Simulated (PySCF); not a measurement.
## Frontier levels across methods

Species: BFH5PSi.
Cartesian coordinates in Å at the PBE0-D3(BJ)/def2-SVP level; atoms count from 1:
```
atom  x, y, z in Å
F1     2.104    0.944    0.615
B2     1.806   -0.234    0.087
P3     0.376   -0.373   -1.163
Si4   -1.262    0.642    0.013
H5     2.518   -1.173    0.362
H6     0.038   -1.734   -0.924
H7    -1.394    0.130    1.410
H8    -2.552    0.429   -0.706
H9    -0.930    2.095    0.045
```

Basis pcSseg-2 throughout (PySCF), one geometry. One conformer (not necessarily the lowest) at the PBE0-D3(BJ)/def2-SVP geometry, without solvent, vibrations or thermal averaging.

How do the orbital energies, the gap and the dipole change with the method?

```json
{"method": "BLYP", "kind": "GGA", "HOMO (eV)": "-6.33", "LUMO (eV)": "-2.12", "gap (eV)": "4.21", "μ (D)": "1.06", "SCF cycles": "14"}
{"method": "B97-D", "kind": "GGA", "HOMO (eV)": "-6.43", "LUMO (eV)": "-2.09", "gap (eV)": "4.35", "μ (D)": "1.06", "SCF cycles": "15"}
{"method": "OPBE", "kind": "GGA", "HOMO (eV)": "-6.48", "LUMO (eV)": "-2.12", "gap (eV)": "4.36", "μ (D)": "1.08", "SCF cycles": "15"}
{"method": "PBE", "kind": "GGA", "HOMO (eV)": "-6.48", "LUMO (eV)": "-2.27", "gap (eV)": "4.21", "μ (D)": "1.08", "SCF cycles": "14"}
{"method": "KT2", "kind": "GGA", "HOMO (eV)": "-6.53", "LUMO (eV)": "-2.26", "gap (eV)": "4.27", "μ (D)": "1.11", "SCF cycles": "15"}
{"method": "KT3", "kind": "GGA", "HOMO (eV)": "-6.55", "LUMO (eV)": "-2.19", "gap (eV)": "4.36", "μ (D)": "1.08", "SCF cycles": "14"}
{"method": "BP86", "kind": "GGA", "HOMO (eV)": "-6.57", "LUMO (eV)": "-2.32", "gap (eV)": "4.25", "μ (D)": "1.07", "SCF cycles": "14"}
{"method": "LDA", "kind": "LDA", "HOMO (eV)": "-6.57", "LUMO (eV)": "-2.51", "gap (eV)": "4.06", "μ (D)": "1.18", "SCF cycles": "13"}
{"method": "B97-2", "kind": "global hybrid", "HOMO (eV)": "-7.34", "LUMO (eV)": "-1.33", "gap (eV)": "6.01", "μ (D)": "1.15", "SCF cycles": "13"}
{"method": "B3LYP", "kind": "global hybrid", "HOMO (eV)": "-7.36", "LUMO (eV)": "-1.55", "gap (eV)": "5.81", "μ (D)": "1.14", "SCF cycles": "12"}
{"method": "PBE0", "kind": "global hybrid", "HOMO (eV)": "-7.58", "LUMO (eV)": "-1.35", "gap (eV)": "6.23", "μ (D)": "1.17", "SCF cycles": "13"}
{"method": "mPW1PW91", "kind": "global hybrid", "HOMO (eV)": "-7.60", "LUMO (eV)": "-1.35", "gap (eV)": "6.25", "μ (D)": "1.16", "SCF cycles": "12"}
{"method": "BHandHLYP", "kind": "global hybrid", "HOMO (eV)": "-8.53", "LUMO (eV)": "-0.36", "gap (eV)": "8.17", "μ (D)": "1.23", "SCF cycles": "12"}
{"method": "CAM-B3LYP", "kind": "range-separated hybrid", "HOMO (eV)": "-8.82", "LUMO (eV)": "-0.28", "gap (eV)": "8.54", "μ (D)": "1.18", "SCF cycles": "12"}
{"method": "wB97X-D", "kind": "range-separated hybrid", "HOMO (eV)": "-9.37", "LUMO (eV)": "0.48", "gap (eV)": "9.84", "μ (D)": "1.17", "SCF cycles": "13"}
{"method": "HF", "kind": "Hartree–Fock", "HOMO (eV)": "-10.00", "LUMO (eV)": "1.91", "gap (eV)": "11.91", "μ (D)": "1.30", "SCF cycles": "11"}
{"method": "LC-wPBE", "kind": "range-separated hybrid", "HOMO (eV)": "-10.13", "LUMO (eV)": "0.86", "gap (eV)": "10.99", "μ (D)": "1.21", "SCF cycles": "14"}
```

The HOMO spans 3.80 eV, from BLYP down to LC-wPBE, and the gap runs from 4.06 eV (LDA) to 11.91 eV (HF). Over the methods BLYP (0 %), B97-D (0 %), OPBE (0 %), PBE (0 %), KT2 (0 %), KT3 (0 %), BP86 (0 %), LDA (0 %), B97-2 (21 %), B3LYP (20 %), PBE0 (25 %), mPW1PW91 (25 %), BHandHLYP (50 %), HF (100 %), a straight line through the gap against the share of exact exchange rises by 0.77 eV for each 10 % (correlation coefficient 0.999). The dipole ranges from 1.06 D (B97-D) to 1.30 D (HF). This basis has no diffuse functions.

The vertical ΔSCF ionisation energy at B3LYP/def2-SVPD is 9.62 eV; −ε(HOMO) comes closest to it with wB97X-D (9.37 eV).
